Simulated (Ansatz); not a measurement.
`[F][Sn]([Cl])([Cl])[Cl]` + NH₃ → `[NH2][Sn]([Cl])([Cl])[Cl]` + H–F at 400 K and 1 bar (ligand exchange at the Sn–F bond).

Calculated with Ansatz (gas phase, PBE0-D4/def2-TZVP geometries, no zero-point term in ΔE). CBS: MP2 limit from def2 TZ/QZ plus the TZ coupled-cluster correction, frozen cores. This one scheme is used for every species. Elements past krypton have def2 core potentials. For Sn outer-core shells are correlated without core-valence functions, which leaves a few kJ/mol of doubt a bond. One conformer a species, not always the lowest.

| species | CCSD(T)/CBS energy (Eh) | H − E (kJ/mol) | S (J/(mol·K)) |
| --- | --- | --- | --- |
| `[F][Sn]([Cl])([Cl])[Cl]` | -1693.31956 | 46.6 | 397.4 |
| NH₃ | -56.50880 | 104.2 | 203.1 |
| `[NH2][Sn]([Cl])([Cl])[Cl]` | -1649.42005 | 112.3 | 433.8 |
| H–F | -100.39570 | 36.5 | 182.2 |

H − E and S are ideal-gas, rigid-rotor, harmonic terms from PBE0-D4/def2-TZVP, for one conformer and one mirror image of each species. 1 Eh = 2625.50 kJ/mol, R = 8.31446 J/(mol·K).

By hand: ΔE, ΔH, ΔS and ΔG.

ΔE = (-1649.42005) + (-100.39570) − (-1693.31956) − (-56.50880) = 0.01261 Eh = 33.1 kJ/mol. Δ(H − E) = 112.3 + 36.5 − 46.6 − 104.2 = -2.0, so ΔH = 31.1 kJ/mol. ΔS = 433.8 + 182.2 − 397.4 − 203.1 = 15.5 J/(mol·K). ΔG = 31.1 − 400 × (15.5)/1000 = 24.9 kJ/mol.

By hand: the equilibrium constant, and the temperature at which ΔG would vanish if ΔH and ΔS stayed fixed.

log₁₀ K = −ΔG/(RT ln 10) = -3.3. ΔG = 0 at ΔH/ΔS = 2006 K, though so small a ΔS makes that figure unsure.

ΔH outweighs TΔS. A doubt of 5 kJ/mol in ΔE shifts log₁₀ K by 0.7 here. Other conformers and mirror images would add mixing entropy, several J/(mol·K) or more a flexible species. Modes under 60 cm⁻¹, often nearly free rotors, make the harmonic entropy too high. These are equilibria of isolated gas molecules and say nothing of rates. Largest T1 diagnostic: 0.012 (customary marks: 0.02 for closed shells, 0.045 for open ones).
